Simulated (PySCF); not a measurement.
C$_{7}$H$_{7}$ (SMILES [C]1=CC2C=CC1C2), doublet, geometry from GFN2-xTB; PySCF with REVPBE/6-31G.

Input for PySCF:
```python
from pyscf import gto, scf, dft

mol = gto.Mole()
mol.atom = '''
    C     1.096806   -0.692040    0.742836
    C     1.465115   -0.165421   -0.396948
    C     0.257160    0.706690   -0.823937
    C    -0.865458   -0.272563   -1.118095
    C    -1.193253   -0.856204    0.026576
    C    -0.301880   -0.264599    1.107974
    C    -0.198129    1.181610    0.572021
    H     2.356814   -0.273139   -0.978067
    H     0.471835    1.456968   -1.579832
    H    -1.255890   -0.449343   -2.102072
    H    -1.912258   -1.631328    0.209142
    H    -0.615248   -0.412225    2.136059
    H     0.548604    1.781332    1.090668
    H    -1.156030    1.702899    0.561539
'''
mol.basis = '6-31g'
mol.charge = 0
mol.spin = 1
mol.verbose = 4
mol.build()

mf = dft.UKS(mol)
mf.xc = 'revpbe'
mf.kernel()
```

What the program printed (banner, timings and long lists left out):

```
PySCF version 2.14.0

[INPUT] verbose = 4
[INPUT] num. atoms = 14
[INPUT] num. electrons = 49
[INPUT] charge = 0
[INPUT] spin (= nelec alpha-beta = 2S) = 1
[INPUT] symmetry False subgroup None
[INPUT] Mole.unit = angstrom
[INPUT] Symbol           X                Y                Z      unit          X                Y                Z       unit  Magmom
[INPUT]  1 C      1.096806000000  -0.692040000000   0.742836000000 AA    2.072662951780  -1.307766067244   1.403756595467 Bohr   0.0
[INPUT]  2 C      1.465115000000  -0.165421000000  -0.396948000000 AA    2.768666090992  -0.312600385252  -0.750123005694 Bohr   0.0
[INPUT]  3 C      0.257160000000   0.706690000000  -0.823937000000 AA    0.485961970193   1.335450554969  -1.557015273896 Bohr   0.0
[INPUT]  4 C     -0.865458000000  -0.272563000000  -1.118095000000 AA   -1.635478592314  -0.515069421690  -2.112893331246 Bohr   0.0
[INPUT]  5 C     -1.193253000000  -0.856204000000   0.026576000000 AA   -2.254921367316  -1.617991066757   0.050221361486 Bohr   0.0
[INPUT]  6 C     -0.301880000000  -0.264599000000   1.107974000000 AA   -0.570470522484  -0.500019642834   2.093767413139 Bohr   0.0
[INPUT]  7 C     -0.198129000000   1.181610000000   0.572021000000 AA   -0.374409547334   2.232919286047   1.080963027500 Bohr   0.0
[INPUT]  8 H      2.356814000000  -0.273139000000  -0.978067000000 AA    4.453732986541  -0.516157903938  -1.848278761475 Bohr   0.0
[INPUT]  9 H      0.471835000000   1.456968000000  -1.579832000000 AA    0.891638925984   2.753270492255  -2.985449802824 Bohr   0.0
[INPUT] 10 H     -1.255890000000  -0.449343000000  -2.102072000000 AA   -2.373288142580  -0.849135205990  -3.972340374117 Bohr   0.0
[INPUT] 11 H     -1.912258000000  -1.631328000000   0.209142000000 AA   -3.613643899509  -3.082763139334   0.395221101144 Bohr   0.0
[INPUT] 12 H     -0.615248000000  -0.412225000000   2.136059000000 AA   -1.162650218686  -0.778992351699   4.036566495912 Bohr   0.0
[INPUT] 13 H      0.548604000000   1.781332000000   1.090668000000 AA    1.036711310841   3.366229616924   2.061063812827 Bohr   0.0
[INPUT] 14 H     -1.156030000000   1.702899000000   0.561539000000 AA   -2.184580091781   3.218012727796   1.061154918262 Bohr   0.0

nuclear repulsion = 280.202549167323
number of shells = 49
number of NR pGTOs = 182
number of NR cGTOs = 77
basis = 6-31g
ecp = {}

******** <class 'pyscf.dft.uks.UKS'> ********
method = UKS
initial guess = minao
damping factor = 0
level_shift factor = 0
DIIS = <class 'pyscf.scf.diis.CDIIS'>
diis_start_cycle = 1
diis_space = 8
diis_damp = 0
SCF conv_tol = 1e-09
SCF conv_tol_grad = None
SCF max_cycles = 50
direct_scf = True
direct_scf_tol = 1e-13
number electrons alpha = 25  beta = 24
XC library pyscf.dft.libxc version 7.1.2
    S. Lehtola, C. Steigemann, M. J. T. Oliveira, and M. A. L. Marques,  SoftwareX 7, 1–5 (2018)
XC functionals = revpbe
    Y. Zhang and W. Yang,  Phys. Rev. Lett. 80, 890 (1998)
    J. P. Perdew, K. Burke, and M. Ernzerhof,  Phys. Rev. Lett. 77, 3865 (1996)
    J. P. Perdew, K. Burke, and M. Ernzerhof,  Phys. Rev. Lett. 78, 1396 (1997)
radial grids:
    Treutler-Ahlrichs [JCP 102, 346 (1995); DOI:10.1063/1.469408] (M4) radial grids

becke partition: Becke, JCP 88, 2547 (1988); DOI:10.1063/1.454033
pruning grids: <function nwchem_prune>
grids dens level: 3
symmetrized grids: False
atomic radii adjust function: <function treutler_atomic_radii_adjust>
small_rho_cutoff = 0
Set gradient conv threshold to 3.16228e-05
tot grids = 167488
init E= -271.628352061915

cycle= 1 E= -270.591676339887  delta_E= 1.04  |g|= 0.304  |ddm|= 2.69
cycle= 2 E= -270.540263425255  delta_E= 0.0514  |g|= 0.436  |ddm|= 1.05
cycle= 3 E= -270.641309655207  delta_E= -0.101  |g|= 0.117  |ddm|= 0.688
cycle= 4 E= -270.648693872644  delta_E= -0.00738  |g|= 0.0369  |ddm|= 0.165
cycle= 5 E= -270.64933841753  delta_E= -0.000645  |g|= 0.018  |ddm|= 0.0653
cycle= 6 E= -270.649518887163  delta_E= -0.00018  |g|= 0.00613  |ddm|= 0.0247
cycle= 7 E= -270.649544247363  delta_E= -2.54e-05  |g|= 0.00363  |ddm|= 0.0113
cycle= 8 E= -270.649556314137  delta_E= -1.21e-05  |g|= 0.000752  |ddm|= 0.00684
cycle= 9 E= -270.649558329302  delta_E= -2.02e-06  |g|= 0.000213  |ddm|= 0.00475
cycle= 10 E= -270.649558387557  delta_E= -5.83e-08  |g|= 0.000115  |ddm|= 0.000805
cycle= 11 E= -270.64955839542  delta_E= -7.86e-09  |g|= 4.69e-05  |ddm|= 0.000228
cycle= 12 E= -270.649558396788  delta_E= -1.37e-09  |g|= 1.4e-05  |ddm|= 0.000108
cycle= 13 E= -270.649558396702  delta_E= 8.57e-11  |g|= 1.92e-05  |ddm|= 4.13e-05
Extra cycle  E= -270.649558395076  delta_E= 1.63e-09  |g|= 5.66e-05  |ddm|= 8.25e-05
converged SCF energy = -270.649558395076  <S^2> = 0.76098146  2S+1 = 2.0109515
```
